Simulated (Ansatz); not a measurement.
Ge(SiH3)2H2 (Si₂GeH₈). Charge 0, multiplicity 1. Geometry PBE-D4/def2-SVP.

Cartesian coordinates in Å:
```
Ge 0.8947 -0.4129 -0.1231
Si -0.6036 -0.9100 1.6766
Si -0.0690 1.2205 -1.5841
H -0.8882 0.3441 2.4591
H -0.0181 -1.9397 2.6056
H -1.9013 -1.4365 1.1243
H -0.3577 2.4812 -0.8138
H -1.3622 0.6950 -2.1476
H 0.8589 1.5490 -2.7229
H 1.2067 -1.7107 -0.9201
H 2.2398 0.1201 0.4459
```

Q: Estimate the orbital energies around the gap (eV) in Ansatz with HF/STO-3G, HF/def2-TZVP, PBE-D4/def2-TZVP, CAM-B3LYP-D4/def2-TZVP, ωB97X-V/def2-TZVP.

A: 
| orbital | HF/STO-3G | HF/def2-TZVP | PBE-D4/def2-TZVP | CAM-B3LYP-D4/def2-TZVP | ωB97X-V/def2-TZVP |
| --- | --- | --- | --- | --- | --- |
| HOMO−13 | -18.17 | -44.21 | -29.56 | -34.83 | -35.83 |
| HOMO−12 | -16.89 | -44.19 | -29.55 | -34.81 | -35.81 |
| HOMO−11 | -16.78 | -44.15 | -29.52 | -34.79 | -35.79 |
| HOMO−10 | -16.73 | -44.14 | -29.52 | -34.78 | -35.78 |
| HOMO−9 | -16.73 | -20.96 | -14.47 | -18.14 | -19.42 |
| HOMO−8 | -16.60 | -19.39 | -13.16 | -16.66 | -17.91 |
| HOMO−7 | -15.75 | -17.78 | -12.14 | -15.43 | -16.61 |
| HOMO−6 | -11.77 | -13.62 | -8.96 | -11.76 | -12.86 |
| HOMO−5 | -11.48 | -13.40 | -8.75 | -11.53 | -12.62 |
| HOMO−4 | -11.25 | -13.16 | -8.51 | -11.27 | -12.34 |
| HOMO−3 | -11.23 | -13.14 | -8.48 | -11.25 | -12.31 |
| HOMO−2 | -10.44 | -12.46 | -8.03 | -10.67 | -11.71 |
| HOMO−1 | -9.16 | -11.30 | -7.44 | -9.87 | -10.87 |
| HOMO | -8.04 | -10.29 | -6.89 | -9.12 | -10.10 |
| LUMO | 10.09 | 2.90 | -0.97 | 0.83 | 1.81 |
| LUMO+1 | 11.19 | 3.07 | -0.70 | 1.09 | 2.07 |
| LUMO+2 | 11.96 | 3.39 | -0.58 | 1.37 | 2.33 |
| LUMO+3 | 12.93 | 3.47 | -0.32 | 1.44 | 2.44 |
| LUMO+4 | 14.33 | 3.72 | -0.11 | 1.76 | 2.72 |
| LUMO+5 | 14.34 | 4.14 | 0.39 | 2.15 | 3.19 |
